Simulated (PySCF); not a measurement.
**Ti: excitation energy**

Ti [Ar] 3d2 4s2 (3F) → Ti [Ar] 3d3 4s1 (5F), as a difference of total energies. Calculation: PySCF 2.14, in ANO-RCC-VTZP (6s5p3d2f1g, 59 functions); the spin-free X2C one-electron Hamiltonian (Gaussian nucleus). Correlated levels: valence: [Ar] frozen; valence and next inner shell: [Ne] frozen. The calculations carry no spin-orbit coupling.

```json
{"method": "UHF", "excitation energy (cm⁻¹)": "5975.4"}
{"method": "LDA", "excitation energy (cm⁻¹)": "-729.93"}
{"method": "PBE", "excitation energy (cm⁻¹)": "-810.13"}
{"method": "PBE0", "excitation energy (cm⁻¹)": "922.95"}
{"method": "r2SCAN", "excitation energy (cm⁻¹)": "-2658.5"}
{"method": "B3LYP", "excitation energy (cm⁻¹)": "3173.4"}
{"method": "HSE06", "excitation energy (cm⁻¹)": "867.41"}
{"method": "revPBE", "excitation energy (cm⁻¹)": "-1005.1"}
{"method": "MP2 (valence)", "excitation energy (cm⁻¹)": "7519.7"}
{"method": "SCS-MP2 (valence)", "excitation energy (cm⁻¹)": "11907"}
{"method": "MP2 (valence and next inner shell)", "excitation energy (cm⁻¹)": "4600.4"}
{"method": "SCS-MP2 (valence and next inner shell)", "excitation energy (cm⁻¹)": "8826.8"}
```

Errors of the correlated levels include the incompleteness of this basis and the frozen core.

Q: Which method comes closest to the reference value, and which is furthest?

A: The reference is 6498.9 cm⁻¹ (measured; NIST levels, between the centres of gravity of the two terms). Closest: UHF (error -523.48 cm⁻¹); furthest: r2SCAN (error -9157.4 cm⁻¹).
